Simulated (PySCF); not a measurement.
Species: C5H4FNSi2.
Numbering: `[CH:1]#[C:2][Si@:3]1([F:4])[CH:5]=[C:6]([C:7]#[N:8])[SiH2:9]1`

Definitions: NICS(0) = −σiso at the ring centroid; NICS(1) = −σiso and NICS(1)zz = −σzz at ±1 Å along the ring normal z. Level: GIAO PBE0/pcSseg-1 (PySCF, non-relativistic, gas phase) on the GFN2-xTB geometry, one conformer.

Ring bond lengths (Å), with Mayer bond orders in brackets: Si3–C5 1.905 (0.81), C5–C6 1.350 (1.77), C6–Si9 1.928 (0.80), Si9–Si3 2.336 (0.90).

Question: Give the NICS values of each ring in ppm.

Answer: 
```csv
ring,type,NICS(0),"NICS(1), two faces","NICS(1)zz, two faces",rms pucker (Å),"centre to ring atoms, mean (Å)"
Si3–C5–C6–Si9,"4-membered ring with 2 Si; formal bonds 1 double, 3 single",0.0,-2.5 / -4.0,3.2 / 1.0,0.01,1.32
```

Question: What do they say, and how far can they be read as aromaticity?

Answer: 
- Si3–C5–C6–Si9: mean NICS(1)zz 2.1 ppm, near zero. Si3, Si9 have four or more neighbours; no verdict on aromaticity is drawn.

Question: At the first NICS(1) probe listed for ring Si3–C5–C6–Si9, 1 Å off the ring, what do the in-plane components average?

Answer: The isotropic value is a third of the trace: (3 × -2.5 − (3.2))/2 = -5.3 ppm.

Question: List the ring angles and the Hirshfeld charges of the ring atoms.

Answer: 
- Si3–C5–C6–Si9: Si3 76.2° (+0.392 e), C5 103.9° (-0.100 e), C6 105.9° (-0.063 e), Si9 74.0° (+0.276 e); sum 360.0° against 360° for a flat convex ring.

Question: What are the shieldings of the ring atoms and their hydrogens in the same run (means over atoms taken as equivalent)?

Answer: 
```json
{"atoms": "Si3", "environment": "fluorine-bound silicon", "σ isotropic (ppm)": "355.0"}
{"atoms": "C5", "environment": "alkene CH carbon", "σ isotropic (ppm)": "-4.2"}
{"atoms": "C6", "environment": "fully substituted alkene carbon", "σ isotropic (ppm)": "36.7"}
{"atoms": "Si9", "environment": "SiH2 silicon", "σ isotropic (ppm)": "370.2"}
{"atoms": "H on C5", "environment": "vinylic hydrogen", "σ isotropic (ppm)": "23.57"}
{"atoms": "H on Si9", "environment": "Si–H hydrogen", "σ isotropic (ppm)": "26.58"}
{"atoms": "H on Si9", "environment": "Si–H hydrogen", "σ isotropic (ppm)": "26.51"}
```

The run took 53 s of wall time on an Arm Neoverse N1 with one thread, shared host with 64 logical CPUs at a one-minute load of 61, and the process peaked at 0.82 GiB of memory. This is the whole shielding run at PBE0/pcSseg-1, SCF included.
